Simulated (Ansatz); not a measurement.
Computed with Ansatz on PBE0-D4/def2-TZVP structures; ΔE is electronic, products minus reactants. CBS: MP2 limit from def2 TZ/QZ plus the TZ coupled-cluster correction, frozen cores. Double bonds are as drawn, so ΔE can hold a change between cis and trans. DFT in def2-TZVPP. One conformer a species, not always the lowest.

Reaction (ligand exchange at the Al–N bond): `[AlH2][N]1C[SiH2]1` + `O/C=N/[SiH3]` → `[AlH2][O]/C=N\[SiH3]` + `C1N[SiH2]1`

| level | ΔE (kJ/mol) | difference from CCSD(T)/CBS |
| --- | --- | --- |
| PBE-D4 | 1.7 | 3.6 |
| PBE0-D4 | 2.0 | 3.9 |
| ωB97X-V | -1.9 | 0.0 |
| ωB97M-V | -1.5 | 0.4 |
| B2PLYP | -1.9 | 0.0 |
| r2SCAN | -0.4 | 1.5 |
| PBE0 | 1.8 | 3.7 |
| HF/def2-TZVPP | -3.5 | -1.6 |
| CCSD/def2-TZVPP | -2.0 | -0.1 |
| CCSD(T)/def2-TZVPP | -1.2 | 0.7 |
| HF/def2-QZVPP | -3.9 | -2.0 |
| MP2/def2-QZVPP | 1.1 | 3.0 |
| SCS-MP2/def2-QZVPP | -0.9 | 1.0 |
| HF/CBS(def2) | -3.9 | -2.0 |
| MP2/CBS(def2) | 0.9 | 2.8 |
| CCSD/CBS(def2) | -2.7 | -0.8 |
| CCSD(T)/CBS | -1.9 | 0 |

Largest T1 diagnostic among the species: 0.015.
